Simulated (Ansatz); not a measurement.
Input for Ansatz (a program for electronic structure):
Ansatz 0.2 input:
```yaml
crystal:
  periodic: [false, false, false]
  atoms:
    - {symbol: S, position_ang: [0.01393578, -0.00400644, 0.37782868]}
    - {symbol: O, position_ang: [-0.03321683, 1.22242899, -0.36419754]}
    - {symbol: O, position_ang: [0.00534526, -1.21441610, -0.39145982]}
basis:
  gaussian:
    orbitals: pcseg-0.json
hamiltonian:
  xc: pbe0
```
The basis file holds pcseg-0 in the JSON format of the Basis Set Exchange.

Problem. What total energy does PBE0/pcseg-0 run with Ansatz give?

Solution. -547.2444 Eh

Problem. Estimate the number of basis functions that PBE0/pcseg-0 returns for this input.

Solution. 31
